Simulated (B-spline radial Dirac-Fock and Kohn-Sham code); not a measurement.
**What relativity does to the binding energies of Ga³⁺**

System: Ga³⁺, 1s2 2s2 2p6 3s2 3p6 3d10.

Both columns are ΔSCF binding energies of the configuration average from a radial atomic solver: non-relativistic Hartree-Fock with a point nucleus, and Dirac-Fock with a finite nucleus and the Coulomb interaction alone, averaged over the two j levels with weights 2j+1.

```
shell  Hartree-Fock (eV)  Dirac-Fock (eV)  shift (eV)  shift (%)
   1s            10295.3          10433.3     +137.99      +1.34
   2s             1321.0           1351.7      +30.75      +2.33
   2p             1164.8           1171.9       +7.07      +0.61
   3s              201.9            207.0       +5.16      +2.56
   3p              150.4            151.7       +1.34      +0.89
   3d              61.42            60.93       -0.48      -0.79
```

Relativity binds 1s, 2s, 2p, 3s, 3p more strongly, among those listed most of all 3s in relative terms, and 3d more weakly, because the contracted s and p shells screen the nucleus better.

Values without a named source are computed, but for edge energies of neutral atoms, which are taken from tables.
